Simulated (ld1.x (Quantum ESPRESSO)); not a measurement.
**What one change does to a pseudopotential (technetium, TM)**

* Element: technetium (Tc)
* Generator: ld1.x (Quantum ESPRESSO) 7.5
* Type: norm-conserving Troullier–Martins (Kleinman–Bylander form)
* Functional: PBEsol
* Relativity: non-relativistic
* Frozen core: [Kr]
* Valence charge: 7
* Reference configuration: 4d5 5s1.75 5p0.25
* Partial waves: 5p (bound): rc 2.65 bohr; 4d (bound): rc 1.80 bohr; 4f channel at 0.25 Ry: rc 2.40 bohr; 5s (bound): rc 2.80 bohr
* Local potential: the s channel
* Core correction: none

Change: wave 4d (bound): rc 1.80 bohr becomes 4d (bound): rc 2.00 bohr.

Cutoffs: the cutoffs (Ry, on a coarse ladder) from which the occupation-weighted sum of valence levels, in a spherical-Bessel basis at the reference potential, stays within 10 and 1 mRy of its value at 400 Ry; they do not see the model core or the augmentation charge, which bear on the density cutoff. Errors are all-electron minus pseudo energies relative to the spin-unpolarised reference configuration.

Task: How do hardness, ghosts and transferability respond?

Result: The potential gets softer (45 Ry and 55 Ry → 40 Ry and 50 Ry); the errors of the 7 common tests hardly move; neither file shows a bound ghost. A larger radius leaves more room for a smooth pseudo-wave, so fewer plane waves are needed.

```csv
quantity,base,changed
"cutoff, loose",45 Ry,40 Ry
"cutoff, tight",55 Ry,50 Ry
loose cutoff by channel (10 mRy a level),"p 6 Ry, d 40 Ry, s 6 Ry","p 6 Ry, d 35 Ry, s 6 Ry"
bound ghosts,none,none
"error for 4d5 5s2 5p0, meV [ΔE -0.85 eV]",0.0,0.0
"error for 4d5 5s1 5p0, meV [ΔE 7.00 eV]",-2.1,-1.9
"error for 4d5 5s0 5p0, meV [ΔE 21.29 eV]",+13,+14
"error for 4d4 5s2 5p0, meV [ΔE 11.41 eV]",-106,-102
"error for 4d5.5 5s1.5 5p0, meV [ΔE -1.85 eV]",-28,-28
"error for 4d3 5s0 5p0, meV [ΔE 92.86 eV]",-418,-399
"error for 4d4 5s0 5p0, meV [ΔE 50.36 eV]",-67,-65
s: phases at 3.06 bohr within 0.05 rad from the reference energy up to (Ry; the scan ends near 5),1.9,1.9
p: phases at 3.06 bohr within 0.05 rad from the reference energy up to (Ry; the scan ends near 5),2.8,2.8
d: phases at 3.06 bohr within 0.05 rad from the reference energy up to (Ry; the scan ends near 5),0.5,0.5
f: phases at 3.06 bohr within 0.05 rad from the reference energy up to (Ry; the scan ends near 5),1.3,1.3
```
